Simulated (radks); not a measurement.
The numbers below are computed, except where a source is named.
Ta18+, 55 electrons, occupied as [Kr] 4d10 4f9.

Code: a radial shooting solver on a logarithmic mesh with Libxc functionals. Model: Dirac Kohn-Sham, PBEsol, spin-unpolarised, spherical densities, point nucleus; open shells fill j = l - 1/2 first.

Energy parts (eV):
part                       energy
total                  -421787.24
kinetic                 473885.44
electron-nucleus      -1027493.57
Hartree                 139877.86
exchange-correlation     -8056.97

Orbitals (lengths in bohr, moments of r in powers of bohr):
orbital  occ.  eigenvalue (eV)       <r^4>  small-component weight
1s1/2       2        -67703.15   6.208e-07                7.56e-02
2s1/2       2        -11993.24  0.00009341                1.71e-02
2p1/2       2        -11481.88  0.00005642                1.72e-02
2p3/2       4        -10212.08  0.00008126                1.55e-02
3s1/2       2        -3089.402    0.003455                5.61e-03
3p1/2       2        -2862.326    0.003057                5.55e-03
3p3/2       4        -2588.636    0.004001                5.09e-03
3d3/2       4        -2205.358    0.002727                4.97e-03
3d5/2       6        -2145.735    0.002961                4.85e-03
4s1/2       2        -967.2414     0.07587                1.91e-03
4p1/2       2        -872.9300     0.08140                1.83e-03
4p3/2       4        -806.6987      0.1040                1.66e-03
4d3/2       4        -650.8815      0.1216                1.49e-03
4d5/2       6        -638.1682      0.1304                1.45e-03
4f5/2       6        -441.0173      0.1753                1.16e-03
4f7/2       3        -438.3075      0.1806                1.14e-03

The highest occupied level is 4f7/2 at -438.31 eV. Summed over all electrons, <r^2> = 8.548 bohr^2, which gives a Langevin (diamagnetic) susceptibility term of -6.77 x 10^-6 cm^3/mol. For comparison, the ionisation energy in NIST's Atomic Spectra Database is 482 eV (theoretical). In exact Kohn-Sham theory the highest level is minus the ionisation energy, but local and semilocal functionals leave it too shallow, through self-interaction and a potential that decays too fast; potentials with the right tail come closer.

Beside tabulated values, note that spin-unpolarised runs miss the spin-polarisation part of the exchange energy of open shells.
